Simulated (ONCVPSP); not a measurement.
## mercury (Hg): what ONCVPSP 4.0.1 does with a changed input

Command:

```bash
oncvpsp.x < Hg.dat > Hg.out
```

Input:

```
# ATOM AND REFERENCE CONFIGURATION
# atsym  z   nc   nv     iexc    psfile
  Hg 80.00    9    5  -116133      upf
#
#   n    l    f
    1    0    2.00
    2    0    2.00
    2    1    6.00
    3    0    2.00
    3    1    6.00
    3    2   10.00
    4    0    2.00
    4    1    6.00
    4    2   10.00
    4    3   14.00
    5    0    2.00
    5    1    6.00
    5    2   10.00
    6    0    3.50
#
# PSEUDOPOTENTIAL AND OPTIMIZATION
# lmax
    3
#
#   l,   rc,      ep,       ncon, nbas, qcut
    0    1.20    0.00    4    7    7.90
    1    1.75    0.00    3    6    8.10
    2    1.90    0.00    4    9    9.20
    3    0.65    0.00    5   10   22.50
#
# LOCAL POTENTIAL
# lloc, lpopt,  rc(5),   dvloc0
    4    3    0.45    4.00
#
# VANDERBILT-KLEINMAN-BYLANDER PROJECTORs
# l, nproj, debl
    0    2    3.20
    1    3    1.20
    2    1    0.90
    3    2    2.80
#
# MODEL CORE CHARGE
# icmod, fcfact, rcfact
    2    0.50    0.95
#
# LOG DERIVATIVE ANALYSIS
# epsh1, epsh2, depsh
   -6.00    5.00    0.04
#
# OUTPUT GRID
# rlmax, drl
    6.00    0.01
#
# TEST CONFIGURATIONS
# ncnf
    4
# nvcnf
#   n    l    f
    5
    4    3   14.00
    5    0    2.00
    5    1    6.00
    5    2   10.00
    6    0    1.00
#
    5
    4    3   14.00
    5    0    2.00
    5    1    6.00
    5    2   10.00
    6    0    0.00
#
    5
    4    3   14.00
    5    0    2.00
    5    1    6.00
    5    2    9.00
    6    0    0.00
#
    5
    4    3   14.00
    5    0    2.00
    5    1    5.00
    5    2   10.00
    6    0    2.00
#
```

This is an input that runs to its end, with one change: occupation of the last valence shell set to 3.50. The unchanged file is no sound one. Note: ghosts flagged at negative energy: s at -1273.0 eV, p at -327.4 eV, d at -114.6 eV; no localised positive-energy state flagged. A true bound ghost makes a file unfit for plane-wave use.

Question: How does the run end?

Answer: The program refuses the input: "test_data: reference configuration is negative ion".

```
ONCVPSP  (Optimized Norm-Conservinng Vanderbilt PSeudopotential)
scalar-relativistic version 4.0.1

test_data: reference configuration is negative ion
ERROR: test_data found   1 ERROR; stopping
```
